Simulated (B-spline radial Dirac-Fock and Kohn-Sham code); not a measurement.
Successive ionisation energies of neodymium: Dirac-Fock against NIST

Calculated with an atomic code on a B-spline grid, using ΔSCF Dirac-Fock with Breit, self-energy and vacuum polarisation, finite nucleus, configuration average. Each value is the difference of the configuration-average energies of two neighbouring ions in their tabulated ground configurations. The model has no electron correlation. NIST's values refer to the lowest levels; many for high charge states are themselves semi-empirical or theoretical. Where a p, d or f shell is open in either ion the computed value averages over both j values and all terms, while the table refers to the lowest levels; that difference holds spin-orbit splitting (largest in heavy or highly charged ions), term energies where several electrons share open shells, and correlation, and it can reach 10 % or more.

```tsv
ion	configuration	computed (eV)	NIST (eV)	kind	NIST − computed (eV)
Nd²⁹⁺	[Ar] 3d10 4s2 4p1	1070.8	1092 ± 4	theoretical	+21.22
Nd³⁰⁺	[Ar] 3d10 4s2	1191.8	1191 ± 4	theoretical	-0.78
Nd³¹⁺	[Ar] 3d10 4s1	1236.9	1238.42 ± 0.17	semi-empirical	+1.56
Nd³²⁺	[Ar] 3d10	2143.1	2134 ± 4	theoretical	-9.09
Nd³³⁺	[Ar] 3d9	2238.8	2224 ± 5	theoretical	-14.82
Nd³⁴⁺	[Ar] 3d8	2336.1	2321 ± 5	theoretical	-15.12
Nd³⁵⁺	[Ar] 3d7	2435.0	2425 ± 5	theoretical	-9.99
Nd³⁶⁺	[Ar] 3d6	2535.4	2525 ± 5	theoretical	-10.42
```

Question: Where in this range is the largest relative jump, and why?

Answer: From Nd³¹⁺ (1236.9 eV) to Nd³²⁺ (2143.1 eV), a factor of 1.73. The configuration goes from [Ar] 3d10 4s1 to [Ar] 3d10, so the next electron comes out of a deeper subshell.
